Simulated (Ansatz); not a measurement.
One change: `C[O][AlH][NH2]` becomes `C[O][AlH][GeH3]`.

Ansatz, PBE0-D4/def2-TZVP geometries, multiplicity 1. Each molecule was computed in one conformer, which needn't be the lowest.

Scalar relativity is left out up to krypton.

```
                                          property  `C[O][AlH][NH2]`
                LUMO energy (PBE0/def2-TZVPP) / eV              0.15
    size of the dipole moment (PBE/def2-TZVPP) / D              0.49
size of the dipole moment (ωB97M-V/def2-TZVPP) / D              0.37
           HOMO–LUMO gap (ωB97M-V/def2-TZVPP) / eV             11.38
  size of the dipole moment (B3LYP/def2-TZVPP) / D              0.39
               HOMO–LUMO gap (PBE/def2-TZVPP) / eV              5.28
```

**Question.** What does the change do to each property? (An estimate is asked.)

**Answer.** Ansatz gave: 
```tsv
property	`C[O][AlH][GeH3]`	shift
LUMO energy (PBE0/def2-TZVPP) / eV	-1.37	-1.52
size of the dipole moment (PBE/def2-TZVPP) / D	0.81	0.32
size of the dipole moment (ωB97M-V/def2-TZVPP) / D	0.77	0.40
HOMO–LUMO gap (ωB97M-V/def2-TZVPP) / eV	9.75	-1.63
size of the dipole moment (B3LYP/def2-TZVPP) / D	0.79	0.40
HOMO–LUMO gap (PBE/def2-TZVPP) / eV	4.16	-1.12
```

With PBE0 the HOMO falls by 0.13 eV and the LUMO falls by 1.52 eV, so the gap narrows by about 1.39 eV. PBE moves the HOMO by -0.37 eV and ωB97M-V by 0.21 eV. Dipoles are sizes alone; their direction can turn.

B3LYP here is the variant with VWN-RPA as its local correlation; programs differ in this.
